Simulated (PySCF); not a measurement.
# Ionisation energy of Sb³⁺ by level of theory

Sb³⁺ [Kr] 4d10 5s2 → Sb⁴⁺ [Kr] 4d10 5s1 [5s1/2^1, M_J = 1/2], as a difference of total energies. Calculation: PySCF 2.14, in x2c-QZVPPall-2c (13s13p9d4f1g, 134 functions); the two-component X2C-1e Hamiltonian. Correlated levels: [Ar] 3d10 frozen; the 32 highest virtual spinors dropped. "Screened" scales the spin-orbit matrix elements by Boettger's factors to mimic the two-electron term; Breit and QED terms are absent.

| method | ionisation energy (eV) | error (eV) |
| --- | --- | --- |
| GMP2 (spin-free) | 43.782 | -0.022 |
| GHF (screened spin-orbit) | 41.643 | -2.161 |
| GMP2 (screened spin-orbit) | 43.784 | -0.020 |

Reference: 43.804 ± 0.025 eV (measured; NIST Atomic Spectra Database, ionization energies).
